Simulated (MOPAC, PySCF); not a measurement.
CH3F3OSn, SMILES `C[O][Sn]([F])([F])[F]`, neutral singlet in the gas phase. 

Cartesian coordinates (Å):
```xyz
9

C      1.4794     0.3991     0.0296
O      0.5052    -0.2355    -0.7771
Sn    -1.3276    -0.4175    -0.1530
F     -1.4370    -1.4009     1.4851
F     -2.1482     1.2774     0.1882
F     -2.3680    -1.3281    -1.4648
H      1.2327     1.4549     0.2365
H      1.6387    -0.1236     0.9887
H      2.4248     0.3741    -0.5332
```
Charge 0, multiplicity 1.

All levels are single points at this geometry (PBE0-D3(BJ)/def2-SVP); Pople sets use spherical d functions. Orbital energies aren't observables, and empty levels follow the basis.

```tsv
level	HOMO (eV)	LUMO (eV)	gap (eV)	dipole (D)	vertical IE, Delta-SCF (eV)
PBE-D3(BJ)/def2-TZVP in PySCF	-7.52	-4.18	3.33	2.78	–
TPSSh-D3(BJ)/def2-TZVP in PySCF	-8.30	-3.64	4.66	2.81	11.25
B3LYP/LANL2DZ in PySCF	-8.99	-3.73	5.26	3.36	–
PBE/6-31G* (LANL2DZ on Sn) in PySCF	-7.10	-3.50	3.60	2.55	–
AM1 in MOPAC	-10.71	-0.47	10.24	1.62	–
PM3 in MOPAC	-12.15	-2.36	9.79	2.23	–
```
